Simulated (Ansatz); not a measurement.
Computed with Ansatz on PBE0-D4/def2-TZVP structures; ΔE is electronic, products minus reactants. CBS: MP2 limit from def2 TZ/QZ plus the TZ coupled-cluster correction, frozen cores. This one scheme is used for every species. Functionals use def2-TZVPP. Elements past krypton have def2 core potentials. For Sn outer-core shells are correlated without core-valence functions, which leaves a few kJ/mol of doubt a bond. Each species was taken in one conformer, which may not be the lowest.

Reaction (cleavage of the Sn–Si bond): `[SiH3][SnH3]` + `N=CS` → `N=C[S][SnH3]` + SiH₄

```
       species  PBE0 energy (Eh)
`[SiH3][SnH3]`        -507.25660
        `N=CS`        -492.63266
`N=C[S][SnH3]`        -708.14071
          SiH₄        -291.75661
```

Problem. Work out ΔE.

Solution. ΔE = (-708.14071) + (-291.75661) − (-507.25660) − (-492.63266) = -0.00806 Eh = -5.1 kcal/mol. CCSD(T)/CBS gives -7.5 kcal/mol.

Largest T1 diagnostic among the species: 0.015.

The D4 term adds −0.8 kcal/mol with B3LYP and −0.4 kcal/mol with PBE0; it sums over pairs of atoms, weighted by their polarisabilities, and B3LYP, whose exchange is more repulsive, gets the larger term.

B3LYP here is the variant with VWN-RPA as its local correlation; programs differ in this.
